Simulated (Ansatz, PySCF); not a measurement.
Molecule: sum formula Si2NH5F, net charge 0, doublet state. It need not be the lowest isomer of its formula. 
Structure (B3LYP-D3(BJ)/def2-TZVP (Ansatz, a first-principles code) minimum search):
SMILES: F[SiH2][N][SiH3]
```xyz
9

Si     1.0933    -0.7469    -0.2174
F      2.0173     0.5435     0.0296
N     -0.5728    -0.4927    -0.0474
Si    -1.8318     0.6465     0.2254
H      1.4881    -1.7544     0.7885
H      1.3318    -1.1849    -1.6081
H     -2.2183     1.1064    -1.1349
H     -1.4230     1.8153     1.0402
H     -2.9860    -0.0196     0.8690
```
Charge 0, spin multiplicity 2.

Dipole moments at this geometry, in debye (magnitudes).

```tsv
level	program	dipole (D)
BLYP/def2-TZVPD	Ansatz	0.85
r2SCAN/def2-TZVPD	Ansatz	0.86
B97M-V/def2-TZVPD	Ansatz	0.81
B3LYP/def2-TZVPD	Ansatz	0.91
BHLYP/def2-TZVPD	Ansatz	0.97
TPSSh/def2-TZVPD	PySCF	?
r2SCANh/def2-TZVPD	Ansatz	0.89
M06-2X/def2-TZVPD	PySCF	0.95
wB97X-V/def2-TZVPD	Ansatz	0.90
CCSD(T)/aug-cc-pV(D+d)Z	Ansatz	?
```

Problem. Some entries are withheld; supply them.

Solution. 
- TPSSh/def2-TZVPD, dipole (D): 0.88
- CCSD(T)/aug-cc-pV(D+d)Z, dipole (D): 0.92
